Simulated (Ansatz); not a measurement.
Consider the cleavage of the Si–Ga bond: `[NH2][GaH][SiH2][SiH3]` + `BN[SiH2]Cl` → `BN([SiH2][SiH3])[SiH2]Cl` + `[NH2][GaH2]`.

Calculated with Ansatz (gas phase, PBE0-D4/def2-TZVP geometries, no zero-point term in ΔE). CBS: MP2 limit from def2 TZ/QZ plus the TZ coupled-cluster correction, frozen cores. DFT in def2-TZVPP. For Ga outer-core shells are correlated without core-valence functions, which leaves a few kJ/mol of doubt a bond. Scalar relativity is left out up to krypton. Each species was taken in one conformer, which may not be the lowest.

`[NH2][GaH][SiH2][SiH3]`:

Z-matrix (Å, degrees):
```
Si
Ga 1 2.399
Si 1 2.339 2 110.6
H 1 1.492 2 110.9 3 119.8
H 1 1.492 2 111.3 3 -120.5
N 2 1.816 1 117.0 3 103.5
H 2 1.566 1 127.2 3 -74.5
H 3 1.489 1 109.8 2 -60.4
H 3 1.488 1 112.1 2 179.0
H 3 1.489 1 109.9 2 58.4
H 6 1.006 2 124.2 1 2.7
H 6 1.006 2 123.9 1 -178.9
```

`BN[SiH2]Cl`:

Z-matrix (Å, degrees):
```
Si
N 1 1.730
Cl 1 2.055 2 111.1
H 1 1.480 2 110.0 3 117.1
H 1 1.475 2 108.1 3 -119.1
B 2 1.403 1 125.7 3 106.7
H 2 1.011 1 117.1 3 -71.9
H 6 1.197 2 118.7 1 0.6
H 6 1.196 2 119.6 1 -179.7
```

`BN([SiH2][SiH3])[SiH2]Cl`:

Cartesian coordinates in Å:
```
B 0.841 -0.720 -1.628
N -0.046 -0.763 -0.530
Si 0.555 -0.278 1.062
Si 0.815 2.045 1.184
Si -1.703 -1.231 -0.735
Cl -2.923 0.351 -0.245
H 1.980 -0.389 -1.446
H 0.457 -1.012 -2.724
H -0.450 -0.739 2.060
H 1.838 -0.979 1.321
H 1.384 2.417 2.508
H 1.741 2.501 0.114
H -0.499 2.715 1.009
H -2.049 -2.326 0.197
H -1.941 -1.592 -2.146
```

`[NH2][GaH2]`:

```xyz
6

N     0.697    0.474   -0.445
Ga   -0.629   -0.428    0.402
H     0.568    0.997   -1.294
H     1.648    0.511   -0.122
H    -2.046   -0.371   -0.251
H    -0.239   -1.184    1.711
```

```csv
level,ΔE (eV)
PBE-D4,0.07
ωB97X-V,-0.11
B2PLYP,-0.05
PBE0,0.09
MP2/def2-TZVPP,-0.17
HF/def2-QZVPP,-0.17
MP2/def2-QZVPP,-0.17
CCSD/CBS(def2),-0.09
```

What does CCSD(T)/CBS give? (Estimate.)

The calculation gave: -0.09 eV. The listed levels differ from it by 0.16, -0.02, 0.04, 0.18, -0.08, -0.08, -0.08, 0.00 eV.

Largest T1 diagnostic among the species: 0.015.

The D4 term adds −0.14 eV with B3LYP and −0.08 eV with PBE0; it sums over pairs of atoms, weighted by their polarisabilities, and B3LYP, whose exchange is more repulsive, gets the larger term. From PBE to PBE0 (25 % exact exchange), in def2-TZVPP and without D4, ΔE moves by −0.06 eV.

B3LYP here is the variant with VWN-RPA as its local correlation; programs differ in this.
